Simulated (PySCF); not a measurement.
Ranking problems on computed properties.

All species are isolated and taken at one optimised geometry, non-relativistic unless stated. Electronic properties by PySCF.

Dipoles, sizes and rotational constants follow the conformer. The torsions of the flexible species, by atom-mapped SMILES:
- `[CH3:1][C:2]1[CH2:3][Si@H:4]([NH:5][SiH3:6])[O:7]1`: C3–Si4–N5–Si6 -58°
- `[OH:1][CH2:2][CH:3][C:4]1=[CH:5][CH2:6]1`: O1–C2–C3–C4 -6°, C2–C3–C4–C5 1°, H–O1–C2–C3 38°
- `[CH2:1]=[C:2][CH2:3][O:4][CH3:5]`: C1–C2–C3–O4 153°, C2–C3–O4–C5 61°
- `[CH3:1][SiH:2]([CH3:3])[CH2:4][C:5]([NH2:6])[S-:7]`: C1–Si2–C4–C5 -70°, Si2–C4–C5–N6 -163°, H–N6–C5–C4 169°, H–N6–C5–C4 50°
- `[N:1]#[C:2][CH:3]/[C:4]([CH:5]=[O:6])=[CH:7]/[C:8]#[N:9]`: C2–C3–C4–C5 180°, C3–C4–C5–O6 0°
- `[CH2:1][O:2][C:3]1([CH3:4])[CH:5]=[CH:6]1`: C1–O2–C3–C4 179°
- `[H]/[N:8]=[CH:7]/[C:4]([CH2:3][CH:2]=[CH2:1])[C:5]#[N:6]`: C1–C2–C3–C4 107°, C2–C3–C4–C5 -88°, C3–C4–C7–N8 3°

**Question.** Rank by isotropic g value, lowest first (unrestricted B3LYP/pcH-1, mean-field spin–orbit at GFN2-xTB geometries).
A. `C=[C]COC` [radical]
B. `[C@H]1(C#N)[CH]/C(=N\C)C1` [radical]
C. `C[C]1C[Si@H](N[SiH3])O1` [radical]
D. `[SiH2]Cl` [radical]
E. `OC[CH]C1=CC1` [radical]
F. `C([SiH](C)C)[C]([S-])N` [radical]

**Answer.** A (2.00223), E (2.00267), C (2.00305), B (2.00350), F (2.00527), D (2.00605).

**Question.** Rank by smallest rotational constant, lowest first (GFN2-xTB).
A. `[H]/N=C/[C](C#N)CC=C` [radical]
B. `[CH2]OC1(C)C=C1` [radical]
C. `OC[CH]C1=CC1` [radical]
D. `[SiH2]Cl` [radical]
E. `N#C[CH]/C(C=O)=C/C#N` [radical]
F. `C=[C]COC` [radical]
G. `[H]/N=C1\[CH]N[C@H]1C#CC` [radical]

**Answer.** E (0.771 GHz), G (1.035 GHz), A (1.133 GHz), C (1.907 GHz), F (2.519 GHz), B (2.606 GHz), D (7.039 GHz).
